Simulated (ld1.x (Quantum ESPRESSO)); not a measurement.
**Ni: excitation energies, all-electron against TM**

| Item | Value |
| --- | --- |
| Element | Ni |
| Generator | ld1.x (Quantum ESPRESSO) 7.5 |
| Type | norm-conserving Troullier–Martins (Kleinman–Bylander form) |
| Functional | Wu–Cohen |
| Relativity | non-relativistic |
| Frozen core | [Ar] |
| Valence charge | 10 |
| Reference configuration | 3d8 4s2 4p0 |
| Partial waves | 4s (bound): rc 1.75 bohr; 4p (bound, empty): rc 2.00 bohr; 3d (bound): rc 0.80 bohr |
| Local potential | all-electron potential smoothed inside 1.70 bohr (lloc = -1) |
| Core correction | Bessel-smoothed model core, default radius (core density twice the valence density) |

Energies are relative to the spin-unpolarised reference configuration 3d8 4s2 4p0; without spin polarisation the order of configurations can differ from experiment. Not all tests gave a result: 2 of 7 tests not solved or not reliable.

(1) Give the all-electron excitation energy and the error of the potential for: 3d8 4s0 4p0; 3d7 4s0 4p0; 3d9 4s1 4p0; 3d9 4s0 4p0; 3d8 4s0 4p2.

Levels in the configuration 3d7 4s0 4p0:

```json
{"level": "3d", "all-electron (eV)": "-47.373", "pseudo (eV)": "-47.892"}
```

Results:

(1)

```csv
valence configuration,charge,ΔE all-electron (eV),error AE − PS (meV)
3d8 4s0 4p0,+2,26.139,-54
3d7 4s0 4p0,+3,63.863,-189
3d9 4s1 4p0,0,-1.992,-139
3d9 4s0 4p0,+1,5.646,-271
3d8 4s0 4p2,0,9.242,-6.3
```
